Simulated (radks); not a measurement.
Results of a calculation; reference values are marked as such.
Q: Species: I3+. Configuration: [Kr] 4d10 5s2 5p(up 2, down 0) (the NIST ground configuration). Level of theory: scalar-relativistic Kohn-Sham, BLYP, spin-polarised, spherical densities, finite nucleus; Fermi nuclear charge, rms radius 4.75 fm (a radial shooting solver on a logarithmic mesh with Libxc functionals). Some entries of the table are withheld. Estimate them.

orbital  occ.  eigenvalue (hartree)  <r^2> (bohr^2)
1s up       1             -1213.464        0.001005
1s down     1             -1213.461        0.001005
2s up       1             -188.4951         0.01619
2s down     1             -188.4936         0.01619
2p up       3             -169.3265         0.01282
2p down     3             -169.3239         0.01282
3s up       1             -38.98213          0.1128
3s down     1             -38.97931          0.1128
3p up       3             -32.77028          0.1130
3p down     3             -32.76708          0.1130
3d up       5             -23.46041         0.09858
3d down     5             -23.45735         0.09857
4s up       1              -7.81088          0.6178
4s down     1              -7.80407          0.6175
4p up       3              -5.86211          0.7136
4p down     3              -5.85499          0.7124
4d up       5                   (1)          0.9850
4d down     5                   (2)          0.9759
5s up       1              -1.72970           3.752
5s down     1              -1.67155           3.747
5p up       2              -1.28316           4.994
5p down     0              -1.22351           5.092

A: 
(1) 4d up eigenvalue (hartree): -3.01987
(2) 4d down eigenvalue (hartree): -3.00887
